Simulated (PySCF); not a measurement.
A structure optimised at PBE-D3(BJ)/def2-SVP, used in a PySCF frequency run:

```
C
F 1 1.3840
H 1 1.1146 2 107.77
C 1 1.5139 3 114.33 2 -132.43
C 4 1.3536 1 92.83 3 -109.54
H 4 1.1005 5 134.52 1 -176.20
H 5 1.1019 4 133.22 6 -3.88
C 5 1.5183 7 131.72 4 176.42
H 8 1.1093 5 114.86 7 76.32
H 8 1.1115 9 109.13 1 -130.81
```

Problem. Write its SMILES and formula.

Solution. F[C@H]1C=CC1, C₄H₅F

Problem. What are its rotational constants (standard atomic weights)?

Solution. 11.014, 4.7348, 3.7072 GHz
